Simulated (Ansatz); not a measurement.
Basis sets compared for [NdCl6]3- (NdCl6³⁻). The state is a quartet with charge -3. Geometry PBE-D4/def2-SVP. Ansatz on 4 threads of Arm Neoverse V2 on a shared host; times are rough, and most runs start from earlier orbitals.

Cartesian coordinates in Å:
```
Nd 0.000 0.000 0.000
Cl 0.187 -2.490 -1.252
Cl -0.181 2.491 1.251
Cl -2.438 0.460 -1.284
Cl 2.436 -0.462 1.287
Cl 1.353 1.176 -2.143
Cl -1.357 -1.176 2.141
```

In the def2 sets Nd takes a core potential; there is no spin–orbit coupling. With an open 4f shell the SCF may have ended on a state above the lowest. A multiply charged anion in the gas phase is held together partly by the finite basis. At PBE-D4/def2-SVP, PBE-D4/def2-TZVP, PBE0-D4/def2-SVP, PBE0-D4/def2-TZVP the highest occupied level of the charge -3 quartet lies above zero (up to 6.20 eV). It is a level of α spin, whose loss leaves a triplet; that state wasn't run at this geometry and level. The electron is either unbound and held by the finite basis, or the level is raised by self-interaction error. No other spin state of charge -3 was run.

```tsv
level	functions	energy (Eh)	HOMO (eV)	LUMO (eV)	wall time
PBE-D4/def2-SVP	186	-3320.8485	6.20	7.51	30 s
PBE0-D4/def2-SVP	186	-3321.0621	3.99	9.53	39 s
```

Q: Estimate the rows for PBE-D4/def2-TZVP, PBE0-D4/def2-TZVP (with forces).

A: 
```csv
level,functions,energy (Eh),HOMO (eV),LUMO (eV),wall time
PBE-D4/def2-TZVP,315,-3321.8676,5.29,6.60,70 s
PBE0-D4/def2-TZVP (with forces),315,-3322.0598,3.18,8.77,13 min
```
